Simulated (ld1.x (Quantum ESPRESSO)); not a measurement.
## Which change was made? (N, RRKJ)

N, norm-conserving RRKJ (Kleinman–Bylander form), made with ld1.x (Quantum ESPRESSO) 7.5 (PBE, scalar-relativistic). Core [He], reference 2s2 2p2.5 (charge +0.5). Waves: 2s (bound): rc 0.75 bohr; 2p (bound): rc 1.10 bohr; 3d channel at 0.3 Ry: rc 1.15 bohr. Local part: all-electron potential smoothed inside 0.70 bohr (lloc = -1). Core correction: Bessel-smoothed model core inside 0.55 bohr.

Cutoffs, loose and tight: the cutoffs (Ry, on a coarse ladder) from which the occupation-weighted sum of valence levels, in a spherical-Bessel basis at the reference potential, stays within 10 and 1 mRy of its value at 400 Ry. They do not see the model core or the augmentation charge, which bear on the density cutoff. Test errors are all-electron minus pseudo excitation energies from the reference, over the configurations 2s2 2p3; 2s2 2p2; 2s2 2p1; 2s0 2p5; 2s2 2p3.3; 2s2 2p0; 2s1 2p0; variants that change the core or the reference have their own tests.

The base gives: outcome: generated; cutoff, loose: 90 Ry; cutoff, tight: 160 Ry; bound ghosts: none; largest test error (meV): +489.

Task: After one change the result is: outcome: generated, overlap not positive; bound ghosts: not determined (overlap not positive); largest test error (meV): -26. Which change was it?
A. type PAW; waves now 2s (bound): rcut 0.65, rcutus 0.75 bohr; 2s channel at 3.5 Ry: rcut 0.65, rcutus 0.75 bohr; 2p (bound): rcut 0.95, rcutus 1.10 bohr; 2p channel at -0.25 Ry: rcut 0.95, rcutus 1.10 bohr; 3d channel at 0.3 Ry: rcut 1.00, rcutus 1.15 bohr; 3d channel at 0.65 Ry: rcut 1.00, rcutus 1.15 bohr; local potential all-electron potential smoothed inside 0.55 bohr (lloc = -2); augmentation PSQ, inside the norm-conserving radii
B. all radii but the core radius scaled by about 1.41 (s 1.06, p 1.56, d 1.62 bohr); local potential all-electron potential smoothed inside 0.98 bohr (lloc = -1)
C. functional LDA (PZ)
D. core correction none

Result: A. The others give: functional LDA (PZ) → outcome: generated; cutoff, loose: 90 Ry; cutoff, tight: 160 Ry; bound ghosts: none; largest test error (meV): +360 | all radii but the core radius scaled by about 1.41 (s 1.06, p 1.56, d 1.62 bohr); local potential all-electron potential smoothed inside 0.98 bohr (lloc = -1) → outcome: generated; cutoff, loose: 70 Ry; cutoff, tight: 90 Ry; bound ghosts: none; largest test error (meV): +1354 | core correction none → outcome: generated; cutoff, loose: 90 Ry; cutoff, tight: 160 Ry; bound ghosts: none; largest test error (meV): +701. A file whose overlap is not positive is unfit for use, and its test errors describe a broken file.
